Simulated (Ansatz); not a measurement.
Species: TaO₂ (charge 0, doublet). SMILES: [O]=[Ta]=[O]

Atoms: Ta1, O2, O3. Bonds: Ta1-O2, Ta1-O3.

Bond lengths (Å) and angles (degrees) optimised at HF/6-31G* with LANL2DZ past Ar with Ansatz (a program for electronic structure); PBE/6-31G* with LANL2DZ past Ar with Ansatz; B3LYP/LANL2DZ with Ansatz; B3LYP/6-31G* with LANL2DZ past Ar with Ansatz; MP2/6-31G* with LANL2DZ past Ar with Ansatz, each started from the B3LYP-D3(BJ)/def2-TZVP structure (Ansatz) of the last column. A row stands for all coordinates that are equal there. 6-31G* holds six Cartesian d functions. No wavenumbers were computed at PBE/6-31G* with LANL2DZ past Ar, B3LYP/LANL2DZ, MP2/6-31G* with LANL2DZ past Ar, so these may be saddle points.

```tsv
coordinate	HF/6-31G* with LANL2DZ past Ar	PBE/6-31G* with LANL2DZ past Ar	B3LYP/LANL2DZ	B3LYP/6-31G* with LANL2DZ past Ar	MP2/6-31G* with LANL2DZ past Ar	B3LYP-D3(BJ)/def2-TZVP
Ta1-O2	1.706	1.732	1.744	1.725	1.718	1.731
O2-Ta1-O3	109.1	104.5	105.3	105.6	105.8	105.8
```

Mean signed difference of all 2 bond lengths from B3LYP-D3(BJ)/def2-TZVP: HF/6-31G* with LANL2DZ past Ar -0.025 Å, PBE/6-31G* with LANL2DZ past Ar 0.001 Å, B3LYP/LANL2DZ 0.012 Å, B3LYP/6-31G* with LANL2DZ past Ar -0.006 Å, MP2/6-31G* with LANL2DZ past Ar -0.014 Å.
